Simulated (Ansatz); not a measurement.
Total energies of Sn24H30, a nanocrystal cut from hexagonal tin from Ansatz at r2SCANh-D4/def2-TZVP, gas phase (1 Eh = 27.2114 eV = 2625.5 kJ/mol). The reference geometry is relaxed at PBE-D4/def2-SVP.

```xyz
54

Sn    0.1370   -3.1632   -4.2830
Sn   -2.6665   -3.4921   -4.1972
Sn    3.8470   -1.1775   -2.2407
Sn    4.4671    1.5484   -2.6022
Sn    1.0276   -1.4950   -2.1803
Sn   -0.2474    1.0201   -2.4031
Sn   -3.7167   -2.0153   -2.0342
Sn   -3.0673    0.7176   -2.3256
Sn    3.4442    3.0252   -0.4295
Sn    0.6226    2.7421   -0.3366
Sn   -0.6601    5.2498   -0.5858
Sn   -4.1206    2.2353   -0.1893
Sn   -3.4682    4.9602   -0.5246
Sn    4.9565   -2.1281    0.1706
Sn    0.2322   -2.5940    0.3003
Sn   -2.5854   -2.9137    0.3925
Sn    3.9283   -0.6208    2.3191
Sn    4.5438    2.1119    1.9998
Sn    1.1121   -0.9492    2.4261
Sn   -0.1653    1.5525    2.1054
Sn   -3.6298   -1.4693    2.5832
Sn   -2.9851    1.2541    2.2033
Sn    0.3142   -2.1200    4.8732
Sn   -2.4924   -2.4076    4.9891
H     0.6057   -2.4677   -5.8055
H     0.9222   -4.7098   -4.1712
H    -3.3772   -2.9524   -5.6885
H    -3.0648   -5.1744   -4.0201
H     4.4848   -2.1028   -3.5756
H     3.7469    2.1152   -4.0781
H     6.1850    1.7761   -2.7422
H     0.1954    1.7296   -3.9357
H    -5.4508   -2.1883   -1.9579
H    -3.7257    1.3089   -3.8302
H     3.8277    4.7138   -0.6457
H    -0.1700    6.0112   -2.0695
H    -0.1419    6.2876    0.7087
H    -5.8510    2.0220   -0.1333
H    -4.1626    5.5609   -2.0000
H    -4.1387    5.8976    0.7762
H     6.6918   -2.0309    0.1246
H     4.5363   -3.8000    0.3857
H     0.9770   -4.1635    0.4731
H    -2.9404   -4.6101    0.5993
H     4.6133   -1.1982    3.8166
H     6.2640    2.3619    2.0340
H     3.8618    3.0165    3.3170
H     0.3318    2.5971    3.4129
H    -5.3645   -1.6500    2.6146
H    -3.5900    2.1826    3.5519
H     1.0769   -3.6732    5.0387
H     0.8710   -1.1409    6.1970
H    -2.9122   -4.0759    5.2357
H    -3.1295   -1.5145    6.3368
```

```csv
state,geometry,energy (Eh)
charge 0 singlet,reference,-5163.64286
charge 1 doublet,reference,-5163.37690
charge -1 doublet,reference,-5163.70693
free Sn atom (triplet),–,-214.32041
free H atom (doublet),–,-0.49990
```

In the def2 sets Sn takes a core potential; there is no spin–orbit coupling. Single mean-field runs in def2-TZVP are fitted with def2-universal-jkfit.

(1) Work out the vertical ionisation energy to the doublet.

(2) Work out the vertical electron affinity, to the doublet.

(3) Give the fundamental gap IE − EA, the Mulliken electronegativity (IE + EA)/2 and the hardness (IE − EA)/2.

(4) What is the binding energy per atom against free atoms?

(1) E(charge 1 doublet) − E(charge 0 singlet) = -5163.37690 − (-5163.64286) = 0.26596 Eh = 7.24 eV. For comparison, −ε of the highest occupied level is 6.20 eV at this level, 1.04 eV less.

(2) E(charge 0 singlet) − E(charge -1 doublet) = -5163.64286 − (-5163.70693) = 0.06407 Eh = 1.74 eV. The basis lacks diffuse functions, which makes affinities too small.

(3) From the values in Eh: IE − EA = 0.26596 − 0.06407 = 0.20189 Eh = 5.49 eV; (IE + EA)/2 = 4.49 eV; (IE − EA)/2 = 2.75 eV. The HOMO–LUMO gap of the same run is 3.53 eV, 1.96 eV smaller than the fundamental gap.

(4) Atoms: 24 × (-214.32041) + 30 × (-0.49990) = -5158.68684 Eh. Binding: -5158.68684 − (-5163.64286) = 4.95602 Eh = 134.86 eV, or 2.50 eV for each of 54 atoms (no zero-point energy, no counterpoise term).
